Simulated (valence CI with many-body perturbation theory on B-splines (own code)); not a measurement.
**Ru²⁹⁺: magnetic and hyperfine properties of the levels**

Computed by valence CI with perturbative core correlation (CI+MBPT): five valence electrons over a frozen Dirac-Fock core [Ne], a basis of 9 s, 9 p, 8 d, 6 f, 3 g, 1 h functions for each j, with the one-electron correlation potential Σ1, the two-electron term Σ2, the three-electron term Σ3, Breit, model QED; selected CI, second order for the rest (own B-spline code, finite nucleus).

The last digits are not significant, and no measured levels were compared; by estimate large intervals hold to a few tenths of a per cent, small ones and those within an open d or f shell to about a per cent. Among the levels kept, up to 600 cm⁻¹ of a level comes from second order outside the variational space, and about a tenth of that is noise between levels of different J, which matters for small intervals.

A/g_I is the dipole constant over the nuclear g factor μ/I (μ in nuclear magnetons, uniformly magnetised nucleus), B/Q the quadrupole constant per barn. Both hold the static response of the core; the bare values leave it out. Large factors of s and p1/2 electrons are usually good to 5 to 10 %; those of open d and f shells near neutrality can be off by tens of per cent, and small factors of p3/2, d and f electrons come from cancelling terms and can be off by a factor of two or in sign, in half-filled shells by more. B is blank for J = 1/2, where it vanishes, and for nearly pure S terms. Energies count from the lowest level.

Levels are named by their leading jj configuration (3d3/2^4 stands for four electrons in 3d with j = 3/2), which in mixed levels can hold well under half, so a name can repeat and another be missing. Letters in brackets count levels of one name in rising energy.

```tsv
Level	E (cm⁻¹)	g	A/g_I (MHz)	A/g_I bare	B/Q (MHz/b)	B/Q bare
(3s^2 3p1/2^2 3p3/2) J=3/2	0	1.507	27800	28100	44500	43500
(3s^2 3p1/2 3p3/2^2) J=3/2	199140	1.359	5860	6550	24100	23500
(3s^2 3p1/2 3p3/2^2) J=5/2	247250	1.196	65700	64400	-251	-243
(3s^2 3p1/2 3p3/2^2) J=1/2	308490	0.661	194000	188000		
(3s^2 3p3/2^3) J=3/2	508880	1.259	35400	35100	-68700	-67100
(3s 3p1/2^2 3p3/2^2) J=5/2	806620	1.528	133000	130000	26900	26300
(3s^2 3p1/2^2 3d3/2) J=3/2 [a]	886790	1.131	-8760	-7170	-29800	-28800
(3s 3p1/2^2 3p3/2^2) J=1/2	930650	2.401	446000	433000		
(3s^2 3p1/2^2 3d3/2) J=3/2 [b]	972280	1.057	41700	41300	-2280	-1920
(3s^2 3p1/2^2 3d5/2) J=5/2	1030000	1.164	14300	14800	18300	18600
(3s 3p1/2 3p3/2^3) J=3/2	1057000	1.158	39000	38500	-40500	-39500
(3s 3p1/2 3p3/2^3) J=5/2	1096500	1.238	129000	126000	-64800	-63300
(3s^2 3p1/2 3p3/2 3d3/2) J=3/2 [a]	1111100	1.032	41400	41200	-27700	-27000
(3s^2 3p1/2 3p3/2 3d3/2) J=1/2 [a]	1120300	0.514	54500	53800		
(3s^2 3p1/2 3p3/2 3d3/2) J=5/2 [a]	1133800	0.954	60700	59400	-30100	-28900
(3s^2 3p1/2 3p3/2 3d3/2) J=7/2	1164000	1.137	39900	39700	18600	18700
(3s^2 3p1/2 3p3/2 3d5/2) J=7/2 [a]	1182000	1.294	2910	3860	67100	66300
(3s 3p1/2 3p3/2^3) J=1/2	1208200	0.994	47100	45900		
(3s^2 3p1/2 3p3/2 3d5/2) J=3/2 [a]	1225300	1.142	-6200	-4870	-29000	-28300
(3s^2 3p1/2 3p3/2 3d5/2) J=9/2	1226500	1.239	33800	33700	24500	24900
(3s^2 3p1/2 3p3/2 3d5/2) J=5/2 [a]	1248200	1.228	32000	32000	-20600	-19800
(3s^2 3p1/2 3p3/2 3d3/2) J=3/2 [b]	1305000	1.206	-9970	-8440	11800	11500
(3s^2 3p1/2 3p3/2 3d3/2) J=5/2 [b]	1312500	1.366	33400	33600	-864	-920
(3s^2 3p1/2 3p3/2 3d5/2) J=7/2 [b]	1314700	1.042	39500	39000	47100	46800
(3s^2 3p1/2 3p3/2 3d3/2) J=1/2 [b]	1328800	2.016	95000	93700		
(3s^2 3p1/2 3p3/2 3d5/2) J=3/2 [b]	1348300	1.450	51200	51000	-6690	-6730
(3s 3p3/2^4) J=1/2 [a]	1376000	1.337	243000	235000		
(3s^2 3p1/2 3p3/2 3d5/2) J=3/2 [c]	1377900	0.886	46500	45700	22400	22100
(3s^2 3p1/2 3p3/2 3d5/2) J=5/2 [b]	1391300	1.098	8750	9210	41200	40900
(3s^2 3p3/2^2 3d5/2) J=7/2	1436100	1.239	18700	19000	16900	17000
(3s^2 3p3/2^2 3d5/2) J=9/2	1460100	1.199	21300	21500	64200	63600
(3s^2 3p1/2 3p3/2 3d5/2) J=1/2	1462400	1.086	-16100	-14900		
(3s^2 3p3/2^2 3d3/2) J=1/2	1503200	1.263	18100	17700		
(3s^2 3p3/2^2 3d3/2) J=3/2 [a]	1518100	1.106	20200	20400	-22200	-22000
(3s^2 3p3/2^2 3d3/2) J=5/2	1518500	1.190	47700	47200	-25000	-24500
(3s^2 3p3/2^2 3d3/2) J=7/2	1553900	1.113	28900	28900	-584	186
(3s^2 3p3/2^2 3d5/2) J=5/2 [a]	1583400	1.204	10700	11400	82000	80700
(3s^2 3p3/2^2 3d3/2) J=3/2 [b]	1602900	1.086	17700	18300	2230	2520
(3s 3p3/2^4) J=1/2 [b]	1663100	1.698	273000	265000		
(3s^2 3p3/2^2 3d5/2) J=3/2	1666400	0.973	16200	16500	12800	12800
```

Task: Take the isotope of mass number 101, with I = 5/2, μ = -0.718 μN and Q = 0.46 b. What is the hyperfine structure of (3s^2 3p1/2 3p3/2^2) J=5/2?

Result: From the table A = -18900 MHz, B = -115 MHz. Shifts from the centre of gravity in MHz: F = 0: 165000, F = 1: 146000, F = 2: 109000, F = 3: 52000, F = 4: -23600, F = 5: -118000.
